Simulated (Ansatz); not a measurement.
Harmonic frequencies (cm⁻¹) at PBE0-D4/def2-TZVP from Ansatz: 90, 186, 272, 347, 591, 846, 867, 900, 960, 1048, 1064, 1076, 1131, 1160, 1184, 1259, 1280, 1311, 1378, 1501, 1526, 2710, 3027, 3042, 3093, 3097, 3130.

Each molecule was computed in one conformer, which needn't be the lowest.

(1) Which molecule is it?
A. `SC1COC1`
B. `COCC=S`
C. `CCSC=O`
D. `B[O][AlH][CH3]`

Results:

(1) A.
